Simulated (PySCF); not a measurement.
Computed properties of C2H5BO, SMILES B(O)C=C

C₂H₅BO, SMILES C=CBO. Coordinates come from a PBE0-D3(BJ)/def2-SVP optimisation. One conformer was computed; it need not be the lowest. All values are computed for the isolated molecule unless a solvent is named; none is compared with measurement here.

**Structure.** The optimised structure has Cs symmetry. All 21 harmonic modes at PBE0-D3(BJ)/def2-SVP (PySCF) are real, so it is a minimum. With heavy atoms numbered as in [BH:1]([CH:3]=[CH2:4])[OH:8], the shortest bond between them is C3–C4 at 1.341 Å and the longest B1–C3 at 1.557 Å.

**Vibrations.** The strongest infrared lines (harmonic, unscaled, degenerate partners summed) lie at 1453 cm⁻¹ (250 km/mol, H 49 %, B 30 %, C 12 %, O 8 %), 2603 cm⁻¹ (134 km/mol, H 91 %, B 9 %), 711 cm⁻¹ (126 km/mol, H 73 %, B 10 %, O 10 %). The softest mode is at 117 cm⁻¹ and the zero-point energy is 44.3 kcal/mol.

**Electronic structure.** M06-2X/def2-TZVPD (PySCF) places the frontier levels at -9.40 and -0.32 eV, a gap of 9.08 eV, and gives a dipole moment of 1.95 D and a mean polarisability of 45.0 bohr³.

**Excitations.** TDA-ωB97X/def2-SVPD (PySCF) has S1 at 6.07 eV (204 nm, f = 0.002, dark); the most intense of the 10 singlets computed lies at 7.17 eV (f = 0.55). T1 (TDA) is at 4.04 eV, 2.03 eV under S1. No vertical singlet excitation falls in the visible range (under 3.1 eV).

**NMR.** GIAO shifts at KT2/pcSseg-1 (PySCF) (non-relativistic, atoms alike by connectivity averaged): ¹³C from 138.7 to 145.9 ppm against TMS; ¹H from 5.3 to 6.7 ppm against TMS; ¹¹B at 29.1 ppm against BF3.
